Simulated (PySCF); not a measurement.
C$_{6}$H$_{14}$AlO$_{2}$ (SMILES CC(C)[O][Al][O]C(C)C), doublet, geometry from GFN2-xTB (such geometries of metal compounds can be far from the true shape) (the spin is typed, not shown lowest); DF-TPSS/3-21G run with PySCF.

Input for PySCF:
```python
from pyscf import gto, scf, dft

mol = gto.Mole()
mol.atom = '''
    Al   -0.06489000    0.07302100   -0.02164304
    O    -0.74167654   -0.06797055    1.48959386
    C    -1.34465538   -0.24542795    2.74564705
    C    -0.78590050   -1.50056456    3.41016958
    C    -2.85912552   -0.33458999    2.58033630
    H    -1.09825445    0.63133145    3.36187800
    H    -1.01834050   -2.37111511    2.80068553
    H    -1.21833972   -1.62994522    4.39941019
    H     0.29471361   -1.42029144    3.50172023
    H    -3.23045922    0.56210354    2.08971305
    H    -3.10940379   -1.19546240    1.96417409
    H    -3.34096176   -0.43557428    3.54988716
    O     0.65408158    0.53404850   -1.44728820
    C     1.31114141    0.86830031   -2.64279541
    C     1.03030390   -0.19881636   -3.69715278
    C     2.80849146    1.01122591   -2.38542695
    H     0.90903608    1.83231394   -2.98664233
    H     1.41972441   -1.15698343   -3.36006985
    H     1.50101617    0.06744395   -4.64045946
    H    -0.04219118   -0.29480770   -3.84904116
    H     2.98151368    1.76371456   -1.61958686
    H     3.21151133    0.06291010   -2.03652311
    H     3.32323263    1.30570156   -3.29689835
'''
mol.basis = '3-21g'
mol.spin = 1
mol.verbose = 4
mol.build()

mf = dft.UKS(mol)
mf.xc = 'tpss'
mf = mf.density_fit(auxbasis='def2-universal-jkfit')
mf.kernel()
```

Q: Write the output that PySCF gives for this input, abridged.

A: 
```
PySCF version 2.14.0

[INPUT] verbose = 4
[INPUT] num. atoms = 23
[INPUT] num. electrons = 79
[INPUT] charge = 0
[INPUT] spin (= nelec alpha-beta = 2S) = 1
[INPUT] symmetry False subgroup None
[INPUT] Mole.unit = angstrom
[INPUT] Symbol           X                Y                Z      unit          X                Y                Z       unit  Magmom
[INPUT]  1 Al    -0.064890000000   0.073021000000  -0.021643040000 AA   -0.122624328223   0.137989691342  -0.040899418103 Bohr   0.0
[INPUT]  2 O     -0.741676540000  -0.067970550000   1.489593860000 AA   -1.401565533615  -0.128445724036   2.814924432234 Bohr   0.0
[INPUT]  3 C     -1.344655380000  -0.245427950000   2.745647050000 AA   -2.541030400123  -0.463791608813   5.188520959220 Bohr   0.0
[INPUT]  4 C     -0.785900500000  -1.500564560000   3.410169580000 AA   -1.485136706159  -2.835656050628   6.444286544523 Bohr   0.0
[INPUT]  5 C     -2.859125520000  -0.334589990000   2.580336300000 AA   -5.402964188555  -0.632283445121   4.876128916274 Bohr   0.0
[INPUT]  6 H     -1.098254450000   0.631331450000   3.361878000000 AA   -2.075400125585   1.193043534325   6.353028684201 Bohr   0.0
[INPUT]  7 H     -1.018340500000  -2.371115110000   2.800685530000 AA   -1.924384646553  -4.480758167718   5.292528612732 Bohr   0.0
[INPUT]  8 H     -1.218339720000  -1.629945220000   4.399410190000 AA   -2.302328397479  -3.080150063844   8.313680368721 Bohr   0.0
[INPUT]  9 H      0.294713610000  -1.420291440000   3.501720230000 AA    0.556928008082  -2.683961838664   6.617292199549 Bohr   0.0
[INPUT] 10 H     -3.230459220000   0.562103540000   2.089713050000 AA   -6.104683182376   1.062221744249   3.948985343430 Bohr   0.0
[INPUT] 11 H     -3.109403790000  -1.195462400000   1.964174090000 AA   -5.875921573785  -2.259096528215   3.711751091067 Bohr   0.0
[INPUT] 12 H     -3.340961760000  -0.435574280000   3.549887160000 AA   -6.313502719045  -0.823116096105   6.708314505510 Bohr   0.0
[INPUT] 13 O      0.654081580000   0.534048500000  -1.447288200000 AA    1.236035049323   1.009205402235  -2.734978321315 Bohr   0.0
[INPUT] 14 C      1.311141410000   0.868300310000  -2.642795410000 AA    2.477698175476   1.640849779775  -4.994159528158 Bohr   0.0
[INPUT] 15 C      1.030303900000  -0.198816360000  -3.697152780000 AA    1.946992196071  -0.375708469483  -6.986606194874 Bohr   0.0
[INPUT] 16 C      2.808491460000   1.011225910000  -2.385426950000 AA    5.307279682580   1.910940019964  -4.507803625657 Bohr   0.0
[INPUT] 17 H      0.909036080000   1.832313940000  -2.986642330000 AA    1.717829228548   3.462571520823  -5.643936035733 Bohr   0.0
[INPUT] 18 H      1.419724410000  -1.156983430000  -3.360069850000 AA    2.682890307260  -2.186381813360  -6.349611775908 Bohr   0.0
[INPUT] 19 H      1.501016170000   0.067443950000  -4.640459460000 AA    2.836509469844   0.127450594259  -8.769197471547 Bohr   0.0
[INPUT] 20 H     -0.042191180000  -0.294807700000  -3.849041160000 AA   -0.079729775072  -0.557105812413  -7.273633634578 Bohr   0.0
[INPUT] 21 H      2.981513680000   1.763714560000  -1.619586860000 AA    5.634244291844   3.332937480308  -3.060575600344 Bohr   0.0
[INPUT] 22 H      3.211511330000   0.062910100000  -2.036523110000 AA    6.068876859638   0.118882859469  -3.848470924247 Bohr   0.0
[INPUT] 23 H      3.323232630000   1.305701560000  -3.296898350000 AA    6.279999518918   2.467418348817  -6.230234942030 Bohr   0.0

nuclear repulsion = 508.152544416234
number of shells = 75
number of NR pGTOs = 189
number of NR cGTOs = 113
basis = 3-21g
ecp = {}

******** <class 'pyscf.df.df_jk.DFUKS'> ********
method = DFUKS
initial guess = minao
damping factor = 0
level_shift factor = 0
DIIS = <class 'pyscf.scf.diis.CDIIS'>
diis_start_cycle = 1
diis_space = 8
diis_damp = 0
SCF conv_tol = 1e-09
SCF conv_tol_grad = None
SCF max_cycles = 50
direct_scf = False
number electrons alpha = 40  beta = 39
XC library pyscf.dft.libxc version 7.1.2
    S. Lehtola, C. Steigemann, M. J. T. Oliveira, and M. A. L. Marques,  SoftwareX 7, 1–5 (2018)
XC functionals = tpss
    J. Tao, J. P. Perdew, V. N. Staroverov, and G. E. Scuseria,  Phys. Rev. Lett. 91, 146401 (2003)
    J. P. Perdew, J. Tao, V. N. Staroverov, and G. E. Scuseria,  J. Chem. Phys. 120, 6898 (2004)
    J. Tao, J. P. Perdew, V. N. Staroverov, and G. E. Scuseria,  Phys. Rev. Lett. 91, 146401 (2003)
    J. P. Perdew, J. Tao, V. N. Staroverov, and G. E. Scuseria,  J. Chem. Phys. 120, 6898 (2004)
radial grids:
    Treutler-Ahlrichs [JCP 102, 346 (1995); DOI:10.1063/1.469408] (M4) radial grids

becke partition: Becke, JCP 88, 2547 (1988); DOI:10.1063/1.454033
pruning grids: <function nwchem_prune>
grids dens level: 3
symmetrized grids: False
atomic radii adjust function: <function treutler_atomic_radii_adjust>
small_rho_cutoff = 0
Set gradient conv threshold to 3.16228e-05
tot grids = 269368
init E= -626.773551006203

cycle= 1 E= -626.305215799359  delta_E= 0.468  |g|= 0.857  |ddm|= 3.16
cycle= 2 E= -624.427108272069  delta_E= 1.88  |g|= 2.01  |ddm|= 3.11
cycle= 3 E= -626.561715970189  delta_E= -2.13  |g|= 0.296  |ddm|= 2.82
cycle= 4 E= -626.597184717547  delta_E= -0.0355  |g|= 0.12  |ddm|= 0.373
cycle= 5 E= -626.604647373561  delta_E= -0.00746  |g|= 0.0138  |ddm|= 0.138
cycle= 6 E= -626.604783547037  delta_E= -0.000136  |g|= 0.00388  |ddm|= 0.0336
cycle= 7 E= -626.604792171431  delta_E= -8.62e-06  |g|= 0.00237  |ddm|= 0.00978
cycle= 8 E= -626.604793989905  delta_E= -1.82e-06  |g|= 0.00162  |ddm|= 0.00351
cycle= 9 E= -626.604794996021  delta_E= -1.01e-06  |g|= 0.000716  |ddm|= 0.00198
cycle= 10 E= -626.604795259432  delta_E= -2.63e-07  |g|= 9.76e-05  |ddm|= 0.000924
cycle= 11 E= -626.604795265787  delta_E= -6.35e-09  |g|= 2.65e-05  |ddm|= 0.000202
cycle= 12 E= -626.604795266379  delta_E= -5.93e-10  |g|= 5.68e-06  |ddm|= 6.23e-05
Extra cycle  E= -626.604795266408  delta_E= -2.89e-11  |g|= 3.94e-06  |ddm|= 2.17e-05
converged SCF energy = -626.604795266408  <S^2> = 0.75902847  2S+1 = 2.0090082
```
